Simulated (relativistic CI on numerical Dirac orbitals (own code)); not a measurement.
**Slater and spin-orbit integrals, Ho XLI**

Method of calculation: Dirac-Coulomb-Breit CI, orbitals from a KLI potential per configuration, model QED (radiative potential, 1s self-energy scaled to tabulated hydrogen-like ionisation energies), unscaled Slater integrals (own radial code, finite nucleus).

Slater integrals F^k, G^k are unscaled and averaged over j, outside the closed core [Ne]; ζ comes from projecting the Hamiltonian with its Breit term on Σ l·s of the shell.

- 3s2 3p6 3d9: ζ(3d) = 131480 cm⁻¹; <r>(3d) = 0.1994, <r^2>(3d) = 0.0463 (bohr units).
- 3s2 3p5 3d10: ζ(3p) = 1.0161e+06 cm⁻¹; <r>(3p) = 0.2212, <r^2>(3p) = 0.05669 (bohr units).
- 3s2 3p6 3d8 4s: F^2(3d,3d) = 513380, F^4(3d,3d) = 330890, ζ(3d) = 133690, G^2(3d,4s) = 52781 cm⁻¹; <r>(3d) = 0.1981, <r^2>(3d) = 0.04564, <r>(4s) = 0.4414, <r^2>(4s) = 0.2191 (bohr units).

Task: Give the Racah parameters of the d shell in 3s2 3p6 3d8 4s.

Result: B = F²/49 − 5F⁴/441 = 6725 cm⁻¹ and C = 35F⁴/441 = 26261 cm⁻¹.

Averages of the first 10 configurations, taken without configuration mixing, which lowers the lowest level and can move excited configurations by several eV; other configurations of the list can lie among them:

```json
{"Configuration": "3s2 3p6 3d9", "Parity": "even", "States": "10", "Average energy above the lowest level (eV)": "16.5"}
{"Configuration": "3s2 3p5 3d10", "Parity": "odd", "States": "6", "Average energy above the lowest level (eV)": "438.3"}
{"Configuration": "3s 3p6 3d10", "Parity": "even", "States": "2", "Average energy above the lowest level (eV)": "767.0"}
{"Configuration": "3s2 3p6 3d8 4s", "Parity": "even", "States": "90", "Average energy above the lowest level (eV)": "1258.9"}
{"Configuration": "3s2 3p6 3d8 4p", "Parity": "odd", "States": "270", "Average energy above the lowest level (eV)": "1381.3"}
{"Configuration": "3s2 3p6 3d8 4d", "Parity": "even", "States": "450", "Average energy above the lowest level (eV)": "1534.6"}
{"Configuration": "3s2 3p4 3d10 4s", "Parity": "even", "States": "30", "Average energy above the lowest level (eV)": "2093.6"}
{"Configuration": "3s2 3p4 3d10 4p", "Parity": "odd", "States": "90", "Average energy above the lowest level (eV)": "2216.4"}
{"Configuration": "3s2 3p5 3d9 4s", "Parity": "odd", "States": "120", "Average energy above the lowest level (eV)": "1672.7"}
{"Configuration": "3s2 3p6 3d8 4f", "Parity": "odd", "States": "630", "Average energy above the lowest level (eV)": "1672.0"}
```
